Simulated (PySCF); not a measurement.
# Radial density of Mo⁺ (molybdenum, charge +1)

UHF, [Kr] 4d5, high-spin 6S determinant. Calculation: PySCF 2.14, in x2c-TZVPall (8s6p6d1f, 63 functions); scalar relativity by spin-free X2C-1e.

```csv
r (bohr),4πr²ρ (e/bohr),4πr²(ρα − ρβ)
0.0380,47.49,-0.0060
0.0640,48.66,-0.0043
0.108,65.75,0.0864
0.181,45.14,0.4230
0.305,48.66,0.5270
0.512,30.09,-0.0073
0.862,11.16,1.2261
1.45,8.313,3.0721
2.44,1.712,1.3611
4.10,0.1355,0.1344
6.90,0.0007570,0.0007
```

Densities and radii are taken from the X2C orbitals without a picture-change correction, which distorts them close to the nucleus.

Problem. Where is the radial spin density 4πr²(ρα − ρβ) most negative, and why is it negative at all?

Solution. Around r = 0.512 bohr, down to -0.0073 e/bohr: exchange with the open shell polarises the paired shells in an unrestricted calculation.
